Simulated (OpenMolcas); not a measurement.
# Cu III: effect of the active space

```
Program             : OpenMolcas
Method              : CASSCF or its RAS form
Basis               : ANO-RCC-VDZP
Scalar Hamiltonian  : DKH2, point nucleus
Spin-orbit coupling : RASSI with atomic mean-field integrals over the reference wave functions, term energies averaged over their components
```

A. 9 electrons in 6 orbitals (3d 4s); 2S+1 = 4 even, 10 roots; 2S+1 = 2 even, 29 roots; cost about 30 core-seconds
B. 9 electrons in 9 orbitals (RAS2 3d 4s; RAS3 4p, at most 2 electrons); 2S+1 = 2 even, 30 roots (29 in the spin-orbit step); 2S+1 = 4 even, 10 roots kept (CI in the orbitals of an earlier block); 2S+1 = 2 odd, 21 roots; 2S+1 = 4 odd, 21 roots kept (CI in the orbitals of an earlier block); cost roughly 7 core-minutes

Energies in cm-1 above 3d9 2D 5/2, the measured ground level; measured values from Sugar and Musgrove, J. Phys. Chem. Ref. Data 19, 527 (1990).

| Level | A | B | Measured |
| --- | --- | --- | --- |
| 3d9 2D 5/2 | 0.0 | 0.0 | 0.0 |
| 3d9 2D 3/2 | 2294 | 2300 | 2072 |
| 3d8 4s 4F 9/2 | 39067 | 40511 | 60805 |
| 3d8 4s 4F 7/2 | 40383 | 41780 | 62065 |
| 3d8 4s 4F 5/2 | 41485 | 42876 | 63149 |
| 3d8 4s 4F 3/2 | 42260 | 43643 | 63887 |
| 3d8 4s 2F 7/2 | 46638 | 46916 | 67017 |
| 3d8 4s 2F 5/2 | 48658 | 48926 |  |
| 3d8 4s 2D 5/2 [57 %] | 60277 | 60770 | 77968 |
| 3d8 4s 2D 3/2 | 60977 | 61231 | 78780 |
| 3d8 4s 4P 3/2 | 62820 | 63776 | 80306 |
| 3d8 4s 4P 5/2 [58 %] | 62980 | 63711 | 80552 |
| 3d8 4s 4P 1/2 | 63074 | 64094 | 80424 |
| 3d8 4s 2P 3/2 | 68879 | 69045 |  |
| 3d8 4s 2P 1/2 | 69598 | 69762 | 86134 |
| 3d8 4s 2G 9/2 | 71344 | 71664 | 89018 |
| 3d8 4s 2G 7/2 | 71349 | 71669 | 89047 |

Deviations, from unrounded energies. A percentage is the sum of absolute deviations over the sum of measured energies, with the sign that they share, or ± where signs differ.

```tsv
Against measurement	Levels	A	B
mean absolute deviation (cm-1)	14	18000	17000
fine structure of the ground term (%)	1	+10.7	+11.0
other configurations (%)	13	-25.2	-24.2
```

A, B lie about equally close to measurement. The largest miss of B in the table is 3d8 4s 4F 9/2, by -20000 cm-1. The ranking rests on the paired levels alone, and a cruder setting can come out closer through cancelling errors.

Between A and B the level of the table that moves most is 3d8 4s 4F 9/2, by 1400 cm-1 (lowest in A, highest in B).

Without dynamic correlation excited terms often stand tens of per cent too high (terms of higher spin than the ground term too low), and those without a measured partner can miss by more than the paired ones. A single d shell beside an s shell can misplace configurations of different d count against each other. Some high roots are left out of the spin-orbit mixing, which shifts the levels that they would mix with (holds for B). Some levels mix across a computed gap that differs much from the measured one, so their mixing is not that of the real levels (holds for B). Terms from blocks run as CI alone lack orbitals of their own (holds for B). Measured partners are found by configuration, term and J. A level has none where our copy of the source lacks it or the pairing is in doubt (some pairs that miss far off the trend of their configuration count as doubtful), and it then counts in no deviation. Levels of configurations outside the active space are missing. Levels that lie high or do not pair safely by name in every column are left out.

A share in square brackets marks a mixed level and gives the weight of the term that names it, the lowest over the columns.
